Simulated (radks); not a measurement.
Problem. Ta XXXIV, 40 electrons, occupied as [Kr] 4d4. All-electron calculation, scalar-relativistic Kohn-Sham, PBE, spin-polarised, spherical densities, finite nucleus; open shells are filled with parallel spins first (spin-orbit coupling, left out, can overturn this in heavy ions); Fermi nuclear charge, rms radius 5.3507 fm. Program: a radial shooting solver on a logarithmic mesh with Libxc functionals. Some entries of the table are withheld. Estimate them.

orbital,occ.,eigenvalue (hartree),<r^2> (bohr^2),<r> (bohr)
1s up,1,-2523.139,0.0004789,0.01867
1s down,1,-2523.137,0.0004788,0.01867
2s up,1,-473.7082,0.007374,0.07895
2s down,1,-473.5542,0.007373,0.07895
2p up,3,-421.1904,0.006082,0.07056
2p down,3,-421.0660,0.006080,0.07055
3s up,1,-144.8787,0.04723,0.2033
3s down,1,-144.8032,0.04717,0.2032
3p up,3,-129.2328,0.04768,0.2029
3p down,3,-129.1483,0.04761,0.2028
3d up,5,-111.2443,(1),0.1834
3d down,5,-111.1161,(2),0.1833
4s up,1,-62.40837,0.1987,0.4206
4s down,1,-62.00660,0.1990,0.4208
4p up,3,-56.71518,0.2132,(3)
4p down,3,-56.31932,0.2137,(4)
4d up,4,-49.75831,0.2176,(5)
4d down,0,-49.36517,0.2183,(6)

Solution. 
(1) 3d up <r^2> (bohr^2): 0.03928
(2) 3d down <r^2> (bohr^2): 0.03925
(3) 4p up <r> (bohr): 0.4344
(4) 4p down <r> (bohr): 0.4348
(5) 4d up <r> (bohr): 0.4364
(6) 4d down <r> (bohr): 0.4370
